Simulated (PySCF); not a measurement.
Task: What does the PBE0-D3(BJ)/def2-SVP structure of `C1[NH][GeH2][CH]=C1` look like in three dimensions?

Result: 
```xyz
12
C3H7GeN angstrom
C     -0.6021    1.1553    0.0421
C      0.7214    1.2131   -0.1624
Ge     1.4104   -0.5911   -0.2214
N     -0.3028   -1.2279   -0.0426
C     -1.2717   -0.1826    0.1758
H     -1.2328    2.0500    0.1132
H      1.2572    2.1590   -0.2666
H      2.0759   -1.0152   -1.5498
H      2.3661   -0.9883    0.9319
H     -0.5319   -2.1344    0.3403
H     -1.7493   -0.2350    1.1775
H     -2.1120   -0.2270   -0.5500
```

Orientation and origin are arbitrary. Atoms count from 1 in this order. Ge3 (germanium bonded to C, N and 2 H) has angles from 89.3° to 115.9°. N4 (nitrogen bonded to C, Ge and H) has angles 124.0°, 116.1° and 113.0°, sum 353.1°, 0.20 Å off the plane of its three neighbours. The 2 C–C bonds span 1.340 Å (C1=C2, drawn double) to 1.502 Å (C1–C5, drawn single), a spread of 0.162 Å. The 5-membered ring C1–C2–Ge3–N4–C5 has internal angles of 89.3° to 119.5° (sum 540°, against 540° for a flat polygon); it is almost planar, 0.03 Å rms from its mean plane, widest ring torsion 6°.

Bonds between heavy atoms (Å): C1=C2 1.340, C2–Ge3 1.932, Ge3–N4 1.836, N4–C5 1.442, C1–C5 1.502.

Method used: PBE0-D3(BJ)/def2-SVP geometry optimisation, gas phase in PySCF.

Point group: near Cs, missed by 0.40 Å at most; the miss may be what the optimiser left on a soft mode. No PBE0-D3(BJ)/def2-SVP frequencies stand behind this structure, so it isn't proved a minimum.
